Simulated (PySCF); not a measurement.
From one molecule to another.

First species: H9NO2Si3.
Z-matrix (Å and degrees, GFN2-xTB geometry), rows numbered from 1:
```
N 
Si  1  1.7189
O   2  1.6229  1  103.35
Si  3  1.6095  2  149.92  1  -158.13
O   4  1.6183  3  111.05  2   -15.35
Si  5  1.6172  4  152.83  3   -14.40
H   1  1.0055  2  119.18  3  -177.24
H   1  1.0074  2  118.80  3   -37.45
H   2  1.4691  1  116.66  3   115.85
H   2  1.4605  1  106.68  3  -117.61
H   4  1.4547  3  108.60  2   100.49
H   4  1.4562  3  106.11  2  -132.18
H   6  1.4634  5  107.26  4   -89.02
H   6  1.4618  5  103.93  4   151.80
H   6  1.4633  5  109.85  4    31.68
```

Second species: C₃H₁₁PSi₂.
SMILES: `C[Si@H]1C[Si@@H](P)C1`

Levels: CAM-B3LYP/def2-SVPD for dipole moment, HOMO energy, LUMO energy, HOMO–LUMO gap, static isotropic polarisability and electronic spatial extent ⟨r²⟩ about the centre of nuclear charge; TDDFT CAM-B3LYP/def2-SVPD for lowest singlet excitation; TDA CAM-B3LYP/def2-SVPD for lowest triplet excitation (Tamm–Dancoff); GFN2-xTB for rotational constant A and rotational constant C. Geometries: GFN2-xTB. Each species is one conformer at its optimised geometry, gas phase, non-relativistic unless stated. Electronic properties by PySCF.

The conformers computed, where there is a choice (atom-mapped SMILES and torsion angles):
- `[NH2:1][SiH2:2][O:3][SiH2:4][O:5][SiH3:6]`: N1–Si2–O3–Si4 -158°, Si2–O3–Si4–O5 -15°, O3–Si4–O5–Si6 -14°, H–N1–Si2–O3 -177°, H–N1–Si2–O3 -37°
- `[CH3:1][Si@H:2]1[CH2:3][Si@@H:4]([PH2:5])[CH2:6]1`: H–P5–Si4–C3 -179°, H–P5–Si4–C3 -86°

Which has the higher LUMO energy?

The second: 1.03 eV against 0.88 eV, a difference of 0.15 eV.

Which of the two has the higher S1 energy, and by how much?

The first: 6.52 eV against 6.41 eV, a difference of 0.11 eV.

Which of the two has the higher ⟨r²⟩, and by how much?

The first: 1503 bohr² against 1281 bohr², a difference of 222 bohr².

Which has the higher HOMO energy?

The second: -8.62 eV against -8.92 eV, a difference of 0.30 eV.

Which has the higher rotational constant A?

The first: 3.469 GHz against 2.846 GHz, a difference of 0.623 GHz.

Which of the two has the higher HOMO–LUMO gap, and by how much?

The first: 9.80 eV against 9.65 eV, a difference of 0.15 eV.

Which of the two has the higher T1 energy, and by how much?

The first: 6.16 eV against 5.75 eV, a difference of 0.41 eV.

Which of the two has the higher rotational constant C, and by how much?

The second: 1.027 GHz against 0.754 GHz, a difference of 0.273 GHz.

On the first: The vertical singlet–triplet gap S1 − T1 is 0.36 eV (TDDFT singlet less Tamm–Dancoff triplet; S1: HOMO→LUMO+1, weight 0.76; T1: HOMO→LUMO+1, weight 0.69). The polarisability is 12.93 Å³ as a volume (1 au = 0.148185 Å³), or 1.18 au for each of the 74 electrons. GFN2-xTB frequencies show an imaginary mode (22i cm⁻¹), so this geometry is no minimum at that level.

On the second: No computed singlet falls in the visible range (750 to 380 nm, 1.65 to 3.26 eV); S1 lies 3.15 eV above its blue end. In wavenumbers S1 is 51700 cm⁻¹ (1 eV = 8065.54 cm⁻¹).
